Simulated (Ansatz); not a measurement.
Reaction (redistribution): `[OH][GaH2]` + `[CH3][AlH][N]([SiH3])[SiH3]` → `[SiH3][N]([SiH3])[GaH2]` + `[CH3][AlH][OH]`

Computed with Ansatz on PBE0-D4/def2-TZVP structures; ΔE is electronic, products minus reactants. CCSD(T)/CBS adds triple-zeta CCSD(T) − MP2 to the extrapolated MP2 energy (def2 sets, frozen cores). Functionals use def2-TZVPP. B3LYP here is the variant with VWN-RPA as its local correlation; programs differ in this. For Ga outer-core shells are correlated without core-valence functions, which leaves a few kJ/mol of doubt a bond. Scalar relativity is left out up to krypton. One conformer a species, not always the lowest.

| level | ΔE (eV) |
| --- | --- |
| PBE | -0.28 |
| B3LYP | -0.31 |
| CCSD/def2-TZVPP | -0.32 |
| CCSD/CBS(def2) | -0.34 |

(1) What does CCSD(T)/CBS give? (An estimate is asked.)

Largest T1 diagnostic among the species: 0.015.

Answers

(1) Ansatz gave: -0.33 eV. The listed levels differ from it by 0.05, 0.02, 0.01, -0.01 eV.
